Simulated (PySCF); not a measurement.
C4H4BN, SMILES C#CB(C#C)N. The structure is a stationary point at PBE-D3(BJ)/def2-SVP. The structure was generated by enumeration, and PubChem lists no compound with its InChIKey, so it may never have been made. One conformer was computed; it need not be the lowest.

Level of theory: PySCF 2.14.0 with PBE-D3(BJ)/def2-SVP.

Harmonic wavenumbers (cm⁻¹): 112, 184, 205, 280, 421, 490, 522, 628, 629, 641, 664, 666, 703, 704, 830, 1171, 1332, 1537, 2108, 2114, 3396, 3396, 3515, 3627. Rotational constants (GHz): 5.618, 2.470, 1.716; symmetry number 2.

Q: Work out the zero-point energy and the ideal-gas rigid-rotor harmonic-oscillator thermochemistry at 298.15 K and 1 atm.

A: ZPE = ½ Σ hcν = ½ × 29875 cm⁻¹ = 178.69 kJ/mol. H − E(el) = 199.21 kJ/mol. Entropy in J/(mol K): translation 162.90, rotation 107.22, vibration 58.90, total 329.03. G − E(el) = 101.11 kJ/mol. Cp = 111.14 J/(mol K). Modes under 150 cm⁻¹ make the vibrational entropy uncertain.
